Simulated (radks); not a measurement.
Initial-state core-level shifts of the holmium ion Ho2+ when its valence configuration changes from [Xe] 4f11. Calculated with a radial shooting solver on a logarithmic mesh with Libxc functionals: Dirac Kohn-Sham, PBE, spin-unpolarised, spherical densities, finite nucleus; open shells fill j = l - 1/2 first; Fermi nuclear charge, rms radius 5.2022 fm. Shifts are changes of the shell-averaged eigenvalues in eV (positive: less bound); the change of the density at the nucleus, which sets a Mossbauer isomer shift, is in e/bohr^3, on a base of 8.053e+05.

valence            1s       2s       3s       3p  density at nucleus
4f10 6s1       -9.102   -9.719  -10.482  -10.465              +93.68
4f8 6s1 6p2   -33.710  -36.061  -38.946  -38.880             +224.75
4f10 5d1       -6.439   -6.945   -7.780   -7.763              +32.39
4f10 6p1      -10.192  -10.805  -11.562  -11.545              +40.34
4f10.5 6p0.5   -4.880   -5.164   -5.513   -5.506              +18.59
4f10.5 6s0.5   -4.327   -4.613   -4.967   -4.960              +43.48
4f9 5d2       -13.802  -14.938  -16.825  -16.785              +71.60
4f9 5d1 6p1   -17.743  -19.001  -20.821  -20.782              +80.64
4f10.5 5d0.5   -3.089   -3.326   -3.716   -3.708              +15.27
